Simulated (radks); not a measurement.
Ar3+, 15 electrons, occupied as [Ne] 3s2 3p3.

Calculated with a radial shooting solver on a logarithmic mesh with Libxc functionals: Dirac Kohn-Sham, BLYP, spin-unpolarised, spherical densities, finite nucleus; open shells fill j = l - 1/2 first; Fermi nuclear charge, rms radius 3.4274 fm.

Energy parts (eV):
| part | energy |
|---|---|
| total | -14320.128 |
| kinetic | 14410.172 |
| electron-nucleus | -33494.137 |
| Hartree | 5570.660 |
| exchange-correlation | -806.824 |

Orbitals (lengths in bohr, moments of r in powers of bohr; <r^-3> diverges for s and p1/2):
\begin{tabular}{lrrrr}
orbital & occ. & eigenvalue (eV) & <r^-3> & <r^2> \\ \hline
1s1/2 & 2 & -3171.378 & - & 0.009885 \\
2s1/2 & 2 & -344.8959 & - & 0.2029 \\
2p1/2 & 2 & -279.7047 & - & 0.1739 \\
2p3/2 & 4 & -277.4541 & 126.1 & 0.1760 \\
3s1/2 & 2 & -65.3679 & - & 1.910 \\
3p1/2 & 2 & -49.9381 & - & 2.262 \\
3p3/2 & 1 & -49.6865 & 14.17 & 2.281 \\
\end{tabular}

The highest occupied level is 3p3/2 at -49.686 eV. Summed over all electrons, <r^2> = 12.10 bohr^2, which gives a Langevin (diamagnetic) susceptibility term of -9.59 x 10^-6 cm^3/mol.
